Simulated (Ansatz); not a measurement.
CH7InN2O (`C[O][In]([NH2])[NH2]`) at its PBE0-D4/def2-TZVP geometry, where that method's forces vanish. Total charge 0; spin multiplicity 1. In: def2 effective core potential.

```xyz
12

C    -2.1566    0.4341   -0.0764
O    -1.1273    0.2157    0.8456
In    0.7458   -0.1192    0.2625
N     1.0904    0.0154   -1.7228
N     2.0713   -0.1853    1.7753
H    -1.9647    1.2883   -0.7425
H    -2.3546   -0.4419   -0.7131
H    -3.0826    0.6502    0.4694
H     1.9076   -0.4602   -2.0780
H     0.3014   -0.2156   -2.3105
H     2.9012   -0.7407    1.6241
H     1.6681   -0.4410    2.6663
```

Task: What forces (eV/Å) does PBE-D4/def2-TZVPP give on these atoms in Ansatz? (Estimate.)

Result: Computed: 
```
C1  -0.141  0.034 -0.221
O2  -0.055  0.026  0.562
In3  0.144 -0.219 -0.059
N4   0.066  0.359 -0.078
N5   0.114  0.357  0.052
H6   0.010  0.182 -0.156
H7  -0.066 -0.176 -0.150
H8  -0.201  0.046  0.122
H9   0.276 -0.186 -0.113
H10 -0.272 -0.101 -0.191
H11  0.267 -0.213 -0.063
H12 -0.144 -0.108  0.296
```
